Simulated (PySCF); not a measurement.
**Electronic absorption of 4-(methylthio)phenol**

Compound: 4-(methylthio)phenol, C7H8OS.
SMILES: `CSc1ccc(O)cc1`

Method: TDDFT wB97X-D/def2-SVPD, vertical, gas phase, core orbitals frozen in the response (PySCF 2.14.0, density-fitted response routines). Geometry: PBE0-D3(BJ)/def2-SVP, one conformer, isolated molecule. Torsions of this conformer, `[CH3:1][S:2][c:3]1[cH:4][cH:5][c:6]([OH:7])[cH:8][cH:9]1`: C1–S2–C3–C4 1°, H–O7–C6–C5 0°.

```tsv
state	E (eV)	ν̃ (cm⁻¹)	f	symmetry	main configurations (H = HOMO, L = LUMO)
S1	4.59	37010	0.033	A′	H→L (90%)
S2	5.33	43000	0.249	A′	H→L+1 (82%)
S3	5.36	43220	0.031	A′	H→L+3 (55%), H→L+1 (10%), H→L+9 (8%)
S4	5.87	47340	0.0038	A″	H→L+2 (72%), H→L+4 (17%)
S5	6.13	49450	0.010	A″	H→L+4 (54%), H→L+3 (14%), H→L+2 (12%)
S6	6.43	51880	0.0069	A″	H→L+5 (75%)
```

The lowest singlet comes at 270 nm (443 kJ/mol) in the ultraviolet; it is of moderate strength; its leading configuration is HOMO→LUMO (90%). The strongest level in the table is S2 at 5.33 eV (233 nm, f = 0.249). Löwdin shares by element: HOMO sulfur 36%, carbon 24% or more, oxygen 9% (atoms not listed hold the other 32%); LUMO carbon 72% or more (atoms not listed hold the other 28%). Orbital energies (eV): HOMO-3 -11.03, HOMO-2 -9.65, HOMO-1 -9.29, HOMO -7.46, LUMO 1.25, LUMO+1 1.71, LUMO+2 2.07. Of the 6 states listed, 4 reach f = 0.01 and none stays under 0.0005. Weighted by f, the mean energy of these states is 5.31 eV. No computed singlet lies in the visible range (380 to 750 nm); the lowest, at 270 nm, stands 1.33 eV above its violet end (3.26 eV). Symmetry labels in Cs follow from the direction of the transition dipole and are given only for states with f of 0.002 or more. Only the lowest 6 singlets were computed, as vertical energies without vibronic structure.

The run took 5.5 min wall, 3.3 min CPU (grids of density and orbitals included) on an Intel Xeon at 2.50 GHz with one thread, shared host, and the process peaked at 1.2 GiB of memory.
